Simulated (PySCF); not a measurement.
A structure optimised at r2SCAN-D4/def2-SVP, used in a PySCF frequency run:

```xyz
11

Hf     0.0000     0.0000     0.2363
C     -1.7916     0.0000    -1.0196
H     -2.4035     0.8927    -0.7774
H     -1.6156     0.0000    -2.1105
H     -2.4035    -0.8927    -0.7774
C      1.7916     0.0000    -1.0196
H      2.4035    -0.8927    -0.7774
H      1.6156     0.0000    -2.1105
H      2.4035     0.8927    -0.7774
H      0.0000    -1.5498     1.2749
H      0.0000     1.5498     1.2749
```

Write its SMILES, formula and point group.

[CH3][HfH2][CH3], C2H8Hf, C2v

What are its rotational constants (standard atomic weights)?

8.8811, 4.4442, 3.2709 GHz
